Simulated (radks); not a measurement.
Charge is removed step by step from the 6p up level of neutral thallium, starting from [Hg] 6p(up 1, down 0). All-electron calculation, scalar-relativistic Kohn-Sham, r2SCAN, spin-polarised, spherical densities, finite nucleus; meta-GGA in the generalised Kohn-Sham scheme; Fermi nuclear charge, rms radius 5.4759 fm. Program: a radial shooting solver on a logarithmic mesh with Libxc functionals.

removed (e) = 0: E - E(0) (eV) 0.000; eigenvalue (eV) -2.672; E minus straight line (eV) 0.000
removed (e) = 0.25: E - E(0) (eV) 0.821; eigenvalue (eV) -3.906; E minus straight line (eV) -0.481
removed (e) = 0.5: E - E(0) (eV) 1.957; eigenvalue (eV) -5.192; E minus straight line (eV) -0.646
removed (e) = 0.75: E - E(0) (eV) 3.418; eigenvalue (eV) -6.506; E minus straight line (eV) -0.486
removed (e) = 1: E - E(0) (eV) 5.206; eigenvalue (eV) -7.750; E minus straight line (eV) 0.000

Removing the whole electron costs 5.206 eV by Delta-SCF, against 2.672 eV from minus the eigenvalue at the starting occupation. Slater's transition state (half an electron removed) gives 5.192 eV. Integrating minus the eigenvalue over the occupation (Janak's theorem) gives 5.205 eV. In this scalar-relativistic scheme the density is built from large components alone, so the theorem holds only approximately. The mean slope of the eigenvalue, de/dn, is 5.08 eV per electron. Ionisation energy of Tl in the NIST Atomic Spectra Database: 6.108 eV (measured).

Beside tabulated values, note that scalar-relativistic runs lack spin-orbit coupling.
